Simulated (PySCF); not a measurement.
Shieldings and the share of exact exchange

Molecule: `ClCBr`, CH$_{2}$BrCl.

Geometry:
| atom | x (Å) | y (Å) | z (Å) |
| --- | --- | --- | --- |
| Cl1 | -1.359 | 0.999 | 0.041 |
| C2 | -0.043 | -0.170 | -0.001 |
| Br3 | 1.704 | 0.634 | -0.172 |
| H4 | -0.046 | -0.742 | 0.933 |
| H5 | -0.182 | -0.830 | -0.864 |

GIAO shieldings (ppm, equivalent atoms averaged) in PySCF 2.14.0 with density-fitted response routines on the PBE0-D3(BJ)/def2-SVP geometry, basis pcSseg-2, gas phase, non-relativistic:

| functional | exact exchange (%) | σ(Cl1) | σ(C2) | σ(Br3) |
| --- | --- | --- | --- | --- |
| BLYP | 0 | 691.3 | 105.5 | 1923.4 |
| BP86 | 0 | 712.5 | 110.8 | 1977.9 |
| PBE | 0 | 715.0 | 111.5 | 1985.5 |
| B3LYP | 20 | 721.6 | 114.0 | 2000.5 |
| PBE0 | 25 | 749.9 | 121.3 | 2075.1 |
| BHandHLYP | 50 | 757.6 | 124.8 | 2098.8 |
| HF | 100 | 810.3 | 140.4 | 2252.3 |

Problem. Fit each shielding as a line in the percentage of exact exchange.

Solution. σ(Cl1) = 708.0 + 1.04 x (rms 9.7 ppm); σ(C2) = 109.7 + 0.31 x (rms 2.4 ppm); σ(Br3) = 1964.5 + 2.88 x (rms 25.0 ppm). The functionals also differ in their semilocal parts, which the line can't hold; Hartree–Fock has no correlation at all.

Problem. What does the line predict for mPW1PW91 (25 %), and what does the run give?

Solution. σ(Cl1): 734.0 predicted, 747.7 computed; σ(C2): 117.5 predicted, 120.3 computed; σ(Br3): 2036.5 predicted, 2067.8 computed ppm.
